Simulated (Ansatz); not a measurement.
Two isomers of C2H8BFSi: A = `B[Si](C)(C)F`, B = `CB(C)[SiH2]F`.

Isolated molecules relaxed with PBE0-D4/def2-TZVP in Ansatz; ΔE leaves out vibrations. CCSD(T)/CBS adds triple-zeta CCSD(T) − MP2 to the extrapolated MP2 energy (def2 sets, frozen cores). DFT in def2-TZVPP. One conformer a species, not always the lowest.

A:

```xyz
13

B     0.3845   -1.2166    1.5701
Si    0.3834    0.2314    0.1767
C     0.6434   -0.4898   -1.5274
C    -1.2054    1.2124    0.2465
F     1.5900    1.2753    0.4324
H    -0.4491   -2.0772    1.5252
H     1.1766   -1.2822    2.4638
H     1.5910   -1.0287   -1.5973
H     0.6533    0.3076   -2.2757
H    -0.1614   -1.1850   -1.7801
H    -1.1909    2.0053   -0.5062
H    -2.0664    0.5689    0.0480
H    -1.3490    1.6785    1.2239
```

B:

Z-matrix (Å, degrees):
```
C
B 1 1.558
H 1 1.092 2 114.9
H 1 1.103 2 104.8 3 114.8
H 1 1.093 2 114.5 3 -129.0
C 2 1.561 1 121.1 3 148.1
Si 2 2.021 1 120.9 3 -32.4
H 6 1.092 2 116.3 1 156.0
H 6 1.094 2 113.6 1 27.5
H 6 1.103 2 104.7 1 -87.4
F 7 1.612 2 112.5 1 7.0
H 7 1.492 2 111.8 1 127.3
H 7 1.492 2 111.1 1 -112.9
```

Task: Which isomer does CCSD(T)/CBS put lower? Give the gap. (An estimate is asked.)

Result: Computed: B, by 1.8 kcal/mol.

Task: Give E(B) − E(A) in kcal/mol with r2SCAN-D4, CCSD(T)/def2-TZVPP, PBE-D4, CCSD/def2-TZVPP, MP2/def2-TZVPP, B2PLYP, PBE0-D4. (An estimate is asked.)

Result: The calculation gave: r2SCAN-D4 -3.2, CCSD(T)/def2-TZVPP -1.9, PBE-D4 -4.4, CCSD/def2-TZVPP -1.7, MP2/def2-TZVPP -1.7, B2PLYP -2.6, PBE0-D4 -3.5. None reverses the order clearly.

Largest T1 diagnostic: 0.011.

From PBE to PBE0 (25 % exact exchange), in def2-TZVPP and without D4, E(B) − E(A) moves by +1.0 kcal/mol.
